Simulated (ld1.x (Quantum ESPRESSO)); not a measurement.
# Reading a pseudo-wave (zinc (Zn))

Columns: radius, all-electron u(r) and pseudo u(r) of the 3d shell (level -10.84 eV) of zinc in the configuration [Ne] 3s2 3p6 3d10 4s1.75 4p0.25; PW91, scalar-relativistic, TM scheme, ld1.x (Quantum ESPRESSO) 7.5.

```json
{"r (bohr)": "0.053", "all-electron": "0.0277", "pseudo": "0.0049"}
{"r (bohr)": "0.105", "all-electron": "0.1361", "pseudo": "0.0367"}
{"r (bohr)": "0.158", "all-electron": "0.3022", "pseudo": "0.1161"}
{"r (bohr)": "0.210", "all-electron": "0.4793", "pseudo": "0.2458"}
{"r (bohr)": "0.262", "all-electron": "0.6430", "pseudo": "0.4175"}
{"r (bohr)": "0.315", "all-electron": "0.7820", "pseudo": "0.6133"}
{"r (bohr)": "0.368", "all-electron": "0.8884", "pseudo": "0.8017"}
{"r (bohr)": "0.420", "all-electron": "0.9620", "pseudo": "0.9543"}
{"r (bohr)": "0.473", "all-electron": "1.0089", "pseudo": "1.0616"}
{"r (bohr)": "0.525", "all-electron": "1.0317", "pseudo": "1.1160"}
{"r (bohr)": "0.578", "all-electron": "1.0362", "pseudo": "1.1266"}
{"r (bohr)": "0.630", "all-electron": "1.0266", "pseudo": "1.1051"}
{"r (bohr)": "0.683", "all-electron": "1.0063", "pseudo": "1.0639"}
{"r (bohr)": "0.735", "all-electron": "0.9791", "pseudo": "1.0156"}
{"r (bohr)": "0.788", "all-electron": "0.9464", "pseudo": "0.9656"}
{"r (bohr)": "0.840", "all-electron": "0.9113", "pseudo": "0.9194"}
{"r (bohr)": "0.893", "all-electron": "0.8738", "pseudo": "0.8762"}
{"r (bohr)": "0.945", "all-electron": "0.8363", "pseudo": "0.8367"}
{"r (bohr)": "0.998", "all-electron": "0.7980", "pseudo": "0.7980"}
{"r (bohr)": "1.050", "all-electron": "0.7610", "pseudo": "0.7610"}
{"r (bohr)": "1.102", "all-electron": "0.7248", "pseudo": "0.7248"}
{"r (bohr)": "1.155", "all-electron": "0.6891", "pseudo": "0.6891"}
{"r (bohr)": "1.208", "all-electron": "0.6546", "pseudo": "0.6546"}
{"r (bohr)": "1.260", "all-electron": "0.6222", "pseudo": "0.6222"}
{"r (bohr)": "1.313", "all-electron": "0.5906", "pseudo": "0.5906"}
{"r (bohr)": "1.365", "all-electron": "0.5609", "pseudo": "0.5609"}
```

Problem. How many radial nodes do the two functions have?

Solution. The all-electron 3d function has n − l − 1 = 0; the pseudo-wave has 0.

Problem. At about which radius was the pseudo-wave matched?

Solution. 1.05 bohr. The columns agree to 0.0005 from 0.94 bohr on; several derivatives are matched, so the curves merge somewhat inside the radius.

Problem. Where does each function peak?

Solution. Outermost all-electron maximum near 0.58 bohr, pseudo maximum near 0.58 bohr (to the table’s step).

Problem. Is the pseudo-wave norm-conserving?

Solution. Yes: the TM scheme keeps the norm inside the radius equal to the all-electron one, which fixes the energy derivative of the logarithmic derivative at the level.
